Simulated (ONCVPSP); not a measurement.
What one change does to a pseudopotential (S, ONCV)

ONCVPSP 4.0.1 input, shortened (lines: element, Z, core and valence counts, functional; n l f; lmax; l rc ep ncon nbas qcut; lloc lpopt rc5 dvloc0; l nproj debl; icmod fcfact rcfact), PBE, scalar-relativistic:

```
  S 16.00    3    2        4      upf
    1    0    2.00
    2    0    2.00
    2    1    6.00
    3    0    1.75
    3    1    4.25
    2
    0    1.30    0.00    4    8    6.20
    1    1.40    0.00    5   10    5.40
    2    1.25    0.12    3    6    6.90
    4    5    0.85    2.00
    0    2    3.80
    1    2    2.70
    2    2    2.60
    3    5.50    1.20
```

All-electron outer shells of the reference configuration (PBE, scalar-relativistic, ld1.x):

```
shell  level (eV)  outermost node (bohr)  outermost maximum (bohr)
   2s     -212.08                   0.13                      0.39
   2p     -156.87                      –                      0.33
   3s      -17.43                   0.60                      1.40
   3p       -7.15                   0.58                      1.59
```

Change: core correction Teter function, fcfact 3.2, rcfact 1.2.

Cutoffs: the cutoffs (Ha) at which the residual kinetic energy of the hardest occupied pseudo-wave falls to 1 and 0.1 mHa per electron; they do not see the model core or the augmentation charge, which bear on the density cutoff. Errors are all-electron minus pseudo energies relative to the spin-unpolarised reference configuration.

Question: How do hardness, ghosts and transferability respond?

Answer: The potential gets neither clearly harder nor softer (13 Ha and 17 Ha → 13 Ha and 17 Ha); of the 4 tests that both files solve, the error grows in 0 and shrinks in 2 by more than 15 % and 0.3 meV (median size 1.3 → 1.0 meV); neither file shows a bound ghost. A model core, the more so a compact one, raises the density cutoff, which this test does not measure.

| quantity | base | changed |
| --- | --- | --- |
| cutoff, loose | 13 Ha | 13 Ha |
| cutoff, tight | 17 Ha | 17 Ha |
| bound ghosts | none | none |
| GHOST(+) flags under 300 eV | s at 174.0 eV | s at 174.0 eV |
| error for 3s2 3p4, meV [ΔE -2.57 eV] | +0.2 | +0.1 |
| error for 3s2 3p3, meV [ΔE 9.20 eV] | +0.2 | -0.2 |
| error for 3s2 3p2, meV [ΔE 31.49 eV] | +7.7 | +4.6 |
| error for 3s0 3p6, meV [ΔE 18.17 eV] | +2.3 | +1.8 |
| s: phases at 1.32 bohr within 0.05 rad from the reference energy up to (Ha; the scan ends near 5) | to the end of the scan | to the end of the scan |
| p: phases at 1.42 bohr within 0.05 rad from the reference energy up to (Ha; the scan ends near 5) | to the end of the scan | to the end of the scan |
| d: phases at 1.27 bohr within 0.05 rad from the reference energy up to (Ha; the scan ends near 5) | to the end of the scan | to the end of the scan |
| rms error of d²Exc/dni dnj with the model core, mHa | 0.70 | 0.67 |

Base: The cutoffs count occupied waves only; projector 2 of the p channel, the hardest unoccupied one, needs 110 Ha at the loose tolerance. Changed file: The cutoffs count occupied waves only; projector 2 of the p channel, the hardest unoccupied one, needs 110 Ha at the loose tolerance.
